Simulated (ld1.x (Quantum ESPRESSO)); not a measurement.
# Cutoff test, Au, PAW

ld1.x (Quantum ESPRESSO) 7.5 input, shortened:

```
&input
   title='Au', zed=79., rel=1, dft='PBE', iswitch=3,
   config='[Xe] 4f14 5d10 5f-2 6s1 6p0'
 /
 &inputp
   pseudotype=3, lpaw=.true., tm=.true., lloc=-2, rcloc=2.55,
   nlcc=.true.,
   which_augfun='PSQ', rmatch_augfun_nc=.true.
 /
7
6S  1  0   1.00   0.00  2.05  2.60  0.0
6S  1  0   0.00   0.70  2.05  2.60  0.0
6P  2  1   0.00   0.00  3.25  3.45  0.0
6P  2  1   0.00   0.65  3.25  3.45  0.0
5D  3  2  10.00   0.00  1.50  1.70  0.0
5D  3  2   0.00   0.95  1.50  1.70  0.0
5F  4  3  -2.00   0.50  2.55  2.90  0.0
 &test
   configts(1)='5d10 6s1 6p0'
 /
```

The pseudo-atom Hamiltonian at the reference potential is diagonalised in spherical Bessel functions j_l(qr) that vanish at 20 bohr, with q² up to the cutoff. All-electron valence levels (Ry): 6s -0.4235, 6p -0.0566, 5d -0.5054.

**Question.** How do the lowest levels (Ry) of each channel move with the cutoff, and are there ghosts?

**Answer.**

```
cutoff (Ry)     s #1     p #1    p #2     d #1    f #1  Σ f·Δε (mRy)
          8  -0.4234  -0.0565  0.0580   0.0505  0.1148        5559.8
         12  -0.4235  -0.0566  0.0580  -0.0914  0.1148        4140.5
         21  -0.4235  -0.0566  0.0580  -0.4211  0.1148         843.7
         30  -0.4235  -0.0566  0.0580  -0.4963  0.1148          92.3
         40  -0.4235  -0.0566  0.0580  -0.5049  0.1148           6.1
         50  -0.4235  -0.0566  0.0580  -0.5051  0.1148           4.0
         70  -0.4235  -0.0566  0.0580  -0.5054  0.1148           0.6
         90  -0.4235  -0.0566  0.0580  -0.5054  0.1148           0.3
        400  -0.4235  -0.0566  0.0580  -0.5055  0.1148           0.0
```

Result: no extra level below or beside the all-electron valence levels (s, p, d, f tested); 10 mRy is reached at 40 Ry and 1 mRy at 70 Ry.

Its largest configuration-test error is -633 meV.
